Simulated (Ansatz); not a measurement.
`O[Si](F)([SiH3])S` + H₂ → `O[SiH]([SiH3])S` + H–F  (hydrogenolysis of the Si–F bond)

Isolated molecules relaxed with PBE0-D4/def2-TZVP in Ansatz; ΔE leaves out vibrations. CBS: MP2 limit from def2 TZ/QZ plus the TZ coupled-cluster correction, frozen cores. This one scheme is used for every species. DFT in def2-TZVPP. B3LYP here is the variant with VWN-RPA as its local correlation; programs differ in this. One conformer a species, not always the lowest.

```
             level  ΔE (kJ/mol)  difference from CCSD(T)/CBS
         r2SCAN-D4        142.6                         10.4
           PBE0-D4        127.1                         -5.1
          B3LYP-D4        137.8                          5.6
           ωB97M-V        137.8                          5.6
    MP2/def2-TZVPP        134.8                          2.6
SCS-MP2/def2-TZVPP        134.2                          2.0
   CCSD/def2-TZVPP        129.7                         -2.5
     HF/def2-QZVPP        134.5                          2.3
      HF/CBS(def2)        134.7                          2.5
     MP2/CBS(def2)        135.8                          3.6
       CCSD(T)/CBS        132.2                            0
```

Largest T1 diagnostic among the species: 0.013.

The D4 term adds +3.4 kJ/mol with B3LYP and +1.8 kJ/mol with PBE0; it sums over pairs of atoms, weighted by their polarisabilities, and B3LYP, whose exchange is more repulsive, gets the larger term.
